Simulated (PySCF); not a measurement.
# Gas-phase XPS of `CC[C@@H]1CC[C@H]([GeH3])C1`, computed

Compound: C7H16Ge.
Geometry (PBE0-D3(BJ)/def2-SVP, Å), atoms numbered from 1 in this order:
```
atom  x, y, z in Å
C1    -2.9343    1.1970    0.2012
C2    -1.5239    1.3551    0.7471
C3    -0.4354    0.8599   -0.1983
C4    -0.4377   -0.6730   -0.4372
C5     1.0030   -1.1519   -0.1863
C6     1.8636    0.1042   -0.3536
Ge7    3.6699   -0.0384    0.3915
C8     0.9882    1.1802    0.2874
H9    -3.1681    0.1432   -0.0150
H10   -3.0618    1.7607   -0.7372
H11   -3.6888    1.5635    0.9138
H12   -1.3366    2.4178    0.9809
H13   -1.4293    0.8147    1.7065
H14   -0.5792    1.3633   -1.1708
H15   -0.7505   -0.9053   -1.4666
H16   -1.1527   -1.1853    0.2264
H17    1.3067   -1.9754   -0.8498
H18    1.0978   -1.5264    0.8479
H19    1.9709    0.3277   -1.4306
H20    3.5705   -0.3082    1.9081
H21    4.4615    1.2663    0.1717
H22    4.4448   -1.1986   -0.2666
H23    1.2994    2.2068    0.0389
H24    1.0287    1.0889    1.3887
```

Method used: delta-SCF UKS SCAN, pcX-2 on the ionised atom, pcseg-1 elsewhere, spin-free X2C in PySCF 2.14.0. Vertical ΔSCF values, vacuum level as zero.

**Question.** List the computed XPS lines with their assignment.

**Answer.** 
```csv
atom(s),environment,level,binding energy (eV),above the level's lowest (eV),count
C1,methyl carbon,C 1s,290.43,+0.46,1
C2,chain CH2 carbon,C 1s,290.34,+0.37,1
C5,ring CH2 carbon,C 1s,290.29,+0.32,1
C8,ring CH2 carbon,C 1s,290.19,+0.22,1
C3,sp3 CH carbon,C 1s,290.15,+0.18,1
C4,ring CH2 carbon,C 1s,290.14,+0.17,1
C6,sp3 carbon bound to germanium,C 1s,289.97,0.00,1
```

The listed C 1s values span 0.46 eV, from C6 (bonded to 2 C, H and Ge) to C1 (bonded to C and 3 H). Summing the Pauling electronegativity differences to the bonded atoms, each weighted by its formal bond order, gives -0.89 for the lowest site and -1.05 for the highest; the largest sum, -0.35, belongs to C3, 0.28 eV below the top. The smallest sum, -1.05, belongs to C1, 0.46 eV above the lowest. The values 290.14, 290.15 and 290.19 eV; the values 290.29 and 290.34 eV lie too close for their order to be trusted.

**Question.** Which photon energy gives electrons from C 1s of C4 a kinetic energy of 20 eV, and what is their de Broglie wavelength?

**Answer.** hν = 290.14 + 20 = 310.14 eV, recoil neglected; λ = 12.264 Å/√(E/eV) = 2.74 Å.

No level of germanium is listed. One conformer (not necessarily the lowest) at the PBE0-D3(BJ)/def2-SVP geometry, without solvent, vibrations or thermal averaging.
